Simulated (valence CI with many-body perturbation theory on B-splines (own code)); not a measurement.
## Ru XXII in three bases

Computed by relativistic CI+MBPT: five valence electrons over a frozen Dirac-Fock core [Ar], radial functions for each j: 7 s, 7 p, 8 d, 6 f, 4 g, 1 h, with the one-electron correlation potential Σ1, the two-electron term Σ2, the three-electron term Σ3, Breit, model QED; selected CI, second order for the rest, scaled by the run's own slope (own B-spline code, finite nucleus).

No measured levels were compared; by estimate terms of the open shell hold to 2 to 4 % of their energy, and close levels can change places. Among the levels kept, up to 570 cm⁻¹ of a level comes from second order outside the variational space, and about a tenth of that is noise between levels of different J, which matters for small intervals. Only levels of the ground parity were solved; by the run's estimate the other parity begins above the list, which can be wrong where configurations are misplaced.

The reference run has the lowest level 3d5 6S_5/2 and an ionisation energy of 980.727 eV. Its largest variational space holds 20440 state functions.

Names give the largest LS component (configuration and term), which can be under half, so a name can repeat, a term be missing and a line seem to break the LS rules; names also repeat where a configuration has a term twice. Letters in brackets count levels of one name in rising energy.

Changed runs:
A. basis 6 s, 6 p, 5 d, 5 f, 1 g
B. basis 5 s, 5 p, 4 d, 4 f

Excitation energies of the reference run in cm⁻¹, and shifts in cm⁻¹:

| Level | Reference | A | B |
| --- | --- | --- | --- |
| 3d5 4G_5/2 [a] | 86452 | +587 | +1626 |
| 3d5 4G_7/2 | 103706 | +474 | +1541 |
| 3d5 4G_11/2 | 105869 | +441 | +1469 |
| 3d5 4P_3/2 | 108015 | +533 | +1544 |
| 3d5 4G_5/2 [b] | 108716 | +471 | +1442 |
| 3d5 4G_9/2 | 110136 | +422 | +1460 |
| 3d5 4P_1/2 | 118995 | +535 | +1470 |
| 3d5 4D_7/2 | 132348 | +460 | +1776 |
| 3d5 4D_5/2 | 141564 | +587 | +1874 |
| 3d5 4D_1/2 | 147828 | +455 | +1679 |
| 3d5 4D_3/2 | 151862 | +517 | +1656 |
| 3d5 2I_11/2 | 152444 | +619 | +1925 |
| Ionisation energy (eV) | 980.727 | -0.087 | -0.094 |
